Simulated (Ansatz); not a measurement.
Ansatz results at the PBE0-D4/def2-TZVP geometry: HOMO–LUMO gap (B3LYP/def2-TZVPP) 5.18 eV; HOMO energy (ωB97M-V/def2-TZVPP) -9.71 eV; LUMO energy (B3LYP/def2-TZVPP) -2.10 eV.

Each molecule was computed in one conformer, which needn't be the lowest.

Problem. Which molecule gave them?
A. `C[S][SnH]([Cl])[Cl]`
B. `[CH3][SnH2][SiH3]`
C. `[CH3][Sn]([F])([F])[F]`
D. `[OH][Sn]([OH])([F])[Br]`

Solution. A. The others give `[OH][Sn]([OH])([F])[Br]`: 6.07, -11.45, -2.84; `[CH3][Sn]([F])([F])[F]`: 7.76, -12.43, -2.20; `[CH3][SnH2][SiH3]`: 7.26, -9.72, -0.25.

B3LYP here is the variant with VWN-RPA as its local correlation; programs differ in this.
